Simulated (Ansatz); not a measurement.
Coupled-cluster diagnostics for the cluster Li7H6, Ansatz.

Geometry of the doublet (PBE-D4/def2-TZVP):

| atom | x (Å) | y (Å) | z (Å) |
| --- | --- | --- | --- |
| Li1 | 1.818 | -1.353 | 0.635 |
| Li2 | 1.640 | 1.290 | -0.573 |
| Li3 | -2.888 | 0.201 | 0.814 |
| Li4 | -0.765 | -1.725 | -0.100 |
| Li5 | -0.445 | 0.480 | 1.723 |
| Li6 | 1.673 | -0.755 | -2.019 |
| Li7 | -0.710 | 0.801 | -1.199 |
| H8 | -1.956 | -0.400 | -0.548 |
| H9 | 0.223 | -1.205 | 1.341 |
| H10 | 2.597 | -0.237 | -0.476 |
| H11 | 0.120 | 1.486 | 0.316 |
| H12 | 0.818 | 0.798 | -2.152 |
| H13 | -2.128 | 0.618 | 2.238 |

Correlated methods freeze no core orbitals; core or outer-core shells of Li are correlated, in sets that lack core-valence functions. Another isomer (doublet) lies 0.26 eV lower at PBE0-D4/def2-TZVP; other spin states weren't run for this one.

Problem. Estimate the CCSD(T) correlation energy, the shares of MP2 and (T), T1 and the reference's ⟨S²⟩ for: charge 0, doublet, own geometry in def2-TZVP; and the rough time on 2 threads of Arm Neoverse V2 on a shared host.

Solution. 
```tsv
state	basis	correlation (eV)	MP2 share (%)	(T) share (%)	T1	⟨S²⟩ (pure)	wall time
charge 0, doublet, own geometry	def2-TZVP	-11.902	83.1	0.6	0.008	0.75 (0.75)	1.7 min
```
Customary marks for T1 are 0.02 (closed shells), 0.045 (open shells) and about 0.05 (3d metals). T1 stays under 0.02 throughout.
